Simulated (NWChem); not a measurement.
Species: C2H2F3 cation

```xyz
7

F      0.1237    -1.8009     0.0000
C     -0.7166    -0.7769     0.0000
C      0.0117     0.5041     0.0000
F      1.2467     0.5614     0.0000
F     -0.5914     1.5902     0.0000
H     -1.3903    -0.7598    -0.8889
H     -1.3903    -0.7598     0.8889
```
Atoms are numbered in this order, from 1.

All runs: NWChem. Geometry: optimised at PBE0/def2-SVP.

### Question
Among these, which level gives the highest value of “orbital gap (eV)”?
(A) B3LYP/def2-SVP
(B) LC-wPBE (HJS exchange hole, range parameter 0.4 per bohr)/def2-SVP
(C) LDA (Slater exchange, VWN5)/def2-SVP
(D) PBE/def2-SVP

### Answer
B, LC-wPBE (HJS exchange hole, range parameter 0.4 per bohr)/def2-SVP. Values: LDA (Slater exchange, VWN5)/def2-SVP 3.75; PBE/def2-SVP 3.83; B3LYP/def2-SVP 6.17; LC-wPBE (HJS exchange hole, range parameter 0.4 per bohr)/def2-SVP 12.00
